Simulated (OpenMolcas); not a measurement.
## Ti2+ in a point-charge field

Ti2+ among 6 point charges of -1.6 e arranged as an octahedron (Oh), 1.75 Å from the ion.
```
   1.7500    0.0000    0.0000  -1.60
   0.0000    1.7500    0.0000  -1.60
  -1.7500    0.0000    0.0000  -1.60
   0.0000   -1.7500    0.0000  -1.60
   0.0000    0.0000    1.7500  -1.60
   0.0000    0.0000   -1.7500  -1.60
```

| Item | Value |
| --- | --- |
| Program | OpenMolcas 26.06 |
| Method | SS-CASPT2, IPEA 0.25 Eh, imaginary shift 0.1 Eh (closed shells correlated: 3s 3p) |
| Basis | ANO-RCC-VDZP [5s4p2d1f] |
| Scalar Hamiltonian | DKH2, point nucleus |
| Active space | 2 electrons in 5 orbitals (3d) |
| State averaging | 2S+1 = 3 even, 10 roots; 2S+1 = 1 even, 15 roots |
| Spin-orbit coupling | RASSI with atomic mean-field integrals over the reference wave functions |

The lowest spin-free states (labels of O, the rotations of Oh), above the lowest:

```csv
State,Degeneracy,E (cm-1),Free-ion L (%)
3T1,3,0,F (91)
1T2,3,7490,D (55)
1E,2,8010,G (52)
1A1,1,16980,G (62)
3T2,3,18600,F (100)
3T1,3,26210,P (91)
1T2,3,27980,G (55)
1T1,3,30670,G (100)
3A2,1,41080,F (100)
1E,2,52570,D (52)
1A1,1,64790,S (62)
```

The lowest levels with spin-orbit coupling:

```json
{"E (cm-1)": "0", "Degeneracy": "2", "Label": "E", "2S+1": "3"}
{"E (cm-1)": "1", "Degeneracy": "3", "Label": "T2", "2S+1": "3"}
{"E (cm-1)": "120", "Degeneracy": "3", "Label": "T1", "2S+1": "3"}
{"E (cm-1)": "180", "Degeneracy": "1", "Label": "A1", "2S+1": "3"}
{"E (cm-1)": "7550", "Degeneracy": "3", "Label": "T2", "2S+1": "1"}
{"E (cm-1)": "8070", "Degeneracy": "2", "Label": "E", "2S+1": "1"}
{"E (cm-1)": "17040", "Degeneracy": "1", "Label": "A1", "2S+1": "1"}
{"E (cm-1)": "18620", "Degeneracy": "1", "Label": "A2", "2S+1": "3"}
{"E (cm-1)": "18640", "Degeneracy": "3", "Label": "T2", "2S+1": "3"}
{"E (cm-1)": "18690", "Degeneracy": "3", "Label": "T1", "2S+1": "3"}
{"E (cm-1)": "18690", "Degeneracy": "2", "Label": "E", "2S+1": "3"}
{"E (cm-1)": "26200", "Degeneracy": "1", "Label": "A1", "2S+1": "3"}
{"E (cm-1)": "26240", "Degeneracy": "3", "Label": "T1", "2S+1": "3"}
{"E (cm-1)": "26310", "Degeneracy": "3", "Label": "T2", "2S+1": "3"}
{"E (cm-1)": "26310", "Degeneracy": "2", "Label": "E", "2S+1": "3"}
{"E (cm-1)": "28050", "Degeneracy": "3", "Label": "T2", "2S+1": "1"}
{"E (cm-1)": "30740", "Degeneracy": "3", "Label": "T1", "2S+1": "1"}
{"E (cm-1)": "41140", "Degeneracy": "3", "Label": "T2", "2S+1": "3"}
{"E (cm-1)": "52630", "Degeneracy": "2", "Label": "E", "2S+1": "1"}
{"E (cm-1)": "64850", "Degeneracy": "1", "Label": "A1", "2S+1": "1"}
```

Powder χT (cm3 K/mol): 0.108 at 2 K, 0.175 at 10 K, 0.486 at 50 K, 0.781 at 100 K, 1.06 at 200 K, 1.18 at 300 K. The effective moment at 300 K is 2.828 √(χT) = 3.07 μB.

The lowest level has 2S+1 = 3, for which the spin-only value is χT = S(S+1) / 2 = 1.000 cm3 K/mol (g = 2). The computed 1.176 at 300 K differs by +0.176, through orbital momentum, spin-orbit coupling and any other state in reach. With a threefold ground state the orbital momentum is unquenched, so the spin-only value is not expected to hold.

A least-squares ligand-field fit to the states below 45000 cm-1, each weighted by its degeneracy and with a free common offset, gives 10Dq = 20845 cm-1, B = 557 cm-1 and C = 2145 cm-1 (C/B = 3.85), with an rms deviation of 426 cm-1.

Roots that are degenerate in the reference are averaged as groups; the widest CASPT2 spread within a group is 260 cm-1 (the 3-fold group of multiplicity 3 near 26200 cm-1 above the lowest state of its run). Shifts and gaps below about the spread of the groups concerned are not significant. An orbital triplet at a regular site is open to Jahn-Teller coupling, which can distort the site and quench the lowest spin-orbit gaps and is left out. Free-ion shares, where given, are those of the reference states; single-state CASPT2 does not remix them. Point charges carry no covalency, so the field is a model and not that of real ligands. No measured value stands beside these numbers.
